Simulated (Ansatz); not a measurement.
Species: sum formula SiN3H6, charge -1, multiplicity 1. It need not be the lowest isomer of its formula. Whether it binds its extra electron was not tested at this geometry. 
Geometry from a B3LYP-D3(BJ)/def2-TZVP (Ansatz, a program for electronic structure) optimisation:
```
Si
N 1 1.6488
H 2 1.0161 1 116.15
N 1 1.7850 2 115.54 3 -44.62
H 4 1.0144 1 111.31 2 -43.22
H 4 1.0154 5 107.86 1 125.60
N 1 1.7879 2 109.16 3 -168.26
H 7 1.0137 1 111.98 2 -106.18
H 7 1.0155 8 107.33 1 -119.44
H 1 1.5279 2 123.29 3 76.26
```
Charge -1, spin multiplicity 1.

Total electronic energies in hartree. Cores are frozen in the correlated levels unless marked. No spin-orbit coupling. No relativistic terms. CBS marks a two-point X^-3 extrapolation of the correlation energy; Hartree-Fock from the larger set. [CCSD(T)-MP2]/basis is that difference in the basis named.

```json
[
 {"level": "HF/6-31G*", "program": "Ansatz", "energy (Eh)": "-455.77044"},
 {"level": "HF/cc-pV(D+d)Z", "program": "Ansatz", "energy (Eh)": "-455.81511"},
 {"level": "PBE/def2-TZVPD", "program": "Ansatz", "energy (Eh)": "-457.17666"},
 {"level": "BLYP-D4/def2-TZVPD", "program": "Ansatz + dftd4", "energy (Eh)": "-457.48782"},
 {"level": "r2SCAN/def2-TZVPD", "program": "Ansatz", "energy (Eh)": "-457.40927"},
 {"level": "B97M-V/def2-TZVPD", "program": "Ansatz", "energy (Eh)": "-457.42638"},
 {"level": "PBE0/STO-3G", "program": "Ansatz", "energy (Eh)": "-451.33992"},
 {"level": "PBE0-D3(BJ)/def2-TZVPD", "program": "Ansatz + dftd3", "energy (Eh)": "-457.21596"},
 {"level": "PBE0-D4/def2-TZVPD", "program": "Ansatz + dftd4", "energy (Eh)": "-457.21662"},
 {"level": "r2SCAN0-D4/def2-TZVPD", "program": "Ansatz + dftd4", "energy (Eh)": "-457.38253"},
 {"level": "r2SCAN0/def2-TZVPD", "program": "Ansatz", "energy (Eh)": "-457.38023"},
 {"level": "CAM-B3LYP-D3(BJ)/def2-TZVPD", "program": "Ansatz + dftd3", "energy (Eh)": "-457.47052"},
 {"level": "LC-wPBE-D4/def2-TZVPD", "program": "Ansatz + dftd4", "energy (Eh)": "-457.34508"},
 {"level": "B2GP-PLYP-D3(BJ)/def2-TZVPD", "program": "Ansatz + dftd3", "energy (Eh)": "-457.20707"},
 {"level": "B2PLYP-D4/def2-TZVPD", "program": "Ansatz + dftd4", "energy (Eh)": "-457.28152"},
 {"level": "MP2/6-31G", "program": "Ansatz", "energy (Eh)": "-456.03255"},
 {"level": "MP2/CBS(aug-cc-pV(T+d)Z,aug-cc-pV(Q+d)Z)", "program": "Ansatz", "energy (Eh)": "-456.8259"},
 {"level": "RI-MP2/aug-cc-pV(Q+d)Z", "program": "Ansatz", "energy (Eh)": "-456.79107"},
 {"level": "SCS-MP2/cc-pV(D+d)Z", "program": "Ansatz", "energy (Eh)": "-456.43262"},
 {"level": "CCSD/cc-pV(T+d)Z", "program": "Ansatz", "energy (Eh)": "-456.72111"},
 {"level": "CCSD(T) with core electrons (1s frozen past Ne)/cc-pwCVTZ", "program": "Ansatz", "energy (Eh)": "-457.17897"},
 {"level": "RI-MP2/CBS(aug-cc-pV(T+d)Z,aug-cc-pV(Q+d)Z)+[CCSD(T)-MP2]/aug-cc-pV(D+d)Z", "program": "Ansatz", "energy (Eh)": "-456.8842"},
 {"level": "CCSD(T)/CBS(aug-cc-pV(T+d)Z,aug-cc-pV(Q+d)Z)", "program": "Ansatz", "energy (Eh)": "-456.8740"}
]
```

Totals of different functionals don't rank their quality; only differences between species are comparable.
